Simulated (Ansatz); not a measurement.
C2H5AlS (`[CH3][Al]1[CH2][S]1`), relaxed with RKS PBE0-D4/def2-TZVP in Ansatz 0.2.0 from a PBE-D4/def2-SVP geometry. The force threshold is 0.005 eV/Å; the program also tests the step.

Total charge 0; spin multiplicity 1.

Start:

```xyz
9

C    -0.913    1.444   -0.742
Al   -0.037   -0.196   -0.153
C     1.019   -1.306    1.032
S     0.440   -2.250   -0.566
H    -1.768    1.230   -1.415
H    -1.277    2.038    0.120
H    -0.191    2.074   -1.303
H     2.123   -1.256    1.085
H     0.605   -1.777    1.943
```

```json
{"step": "1", "energy (eV)": "-19580.0605", "largest force (eV/Å)": "0.520", "largest move (Å)": "0.000"}
{"step": "2", "energy (eV)": "-19580.0990", "largest force (eV/Å)": "0.189", "largest move (Å)": "0.026"}
{"step": "3", "energy (eV)": "-19580.1038", "largest force (eV/Å)": "0.092", "largest move (Å)": "0.024"}
{"step": "4", "energy (eV)": "-19580.1044", "largest force (eV/Å)": "0.016", "largest move (Å)": "0.008"}
{"step": "5", "energy (eV)": "-19580.1045", "largest force (eV/Å)": "0.006", "largest move (Å)": "0.002"}
{"step": "6", "energy (eV)": "-19580.1045", "largest force (eV/Å)": "0.004", "largest move (Å)": "0.013"}
{"step": "7 (rejected)", "energy (eV)": "-19580.1041", "largest force (eV/Å)": "0.115", "largest move (Å)": "0.089"}
{"step": "8", "energy (eV)": "-19580.1048", "largest force (eV/Å)": "0.018", "largest move (Å)": "0.044"}
{"step": "9", "energy (eV)": "-19580.1048", "largest force (eV/Å)": "0.058", "largest move (Å)": "0.040"}
{"step": "10", "energy (eV)": "-19580.1049", "largest force (eV/Å)": "0.031", "largest move (Å)": "0.005"}
{"step": "11", "energy (eV)": "-19580.1050", "largest force (eV/Å)": "0.001", "largest move (Å)": "0.011"}
{"step": "12", "energy (eV)": "-19580.1052", "largest force (eV/Å)": "0.004", "largest move (Å)": "0.025"}
{"step": "13 (rejected)", "energy (eV)": "-19580.0875", "largest force (eV/Å)": "0.572", "largest move (Å)": "0.195"}
{"step": "14", "energy (eV)": "-19580.1052", "largest force (eV/Å)": "0.006", "largest move (Å)": "0.012"}
{"step": "15 (rejected)", "energy (eV)": "-19580.1044", "largest force (eV/Å)": "0.133", "largest move (Å)": "0.098"}
{"step": "16 (rejected)", "energy (eV)": "-19580.1026", "largest force (eV/Å)": "0.250", "largest move (Å)": "0.010"}
{"step": "17", "energy (eV)": "-19580.1052", "largest force (eV/Å)": "0.003", "largest move (Å)": "0.005"}
```

End:

```xyz
9

C    -0.900    1.430   -0.737
Al   -0.051   -0.208   -0.153
C     1.029   -1.284    1.004
S     0.330   -2.268   -0.479
H    -1.649    1.235   -1.507
H    -1.384    1.939    0.100
H    -0.155    2.113   -1.153
H     2.117   -1.269    0.981
H     0.664   -1.689    1.945
```

Hardware: 2 threads of an Arm Neoverse V2 on a shared host. Wall time 52 s, peak host memory 0.36 GiB.
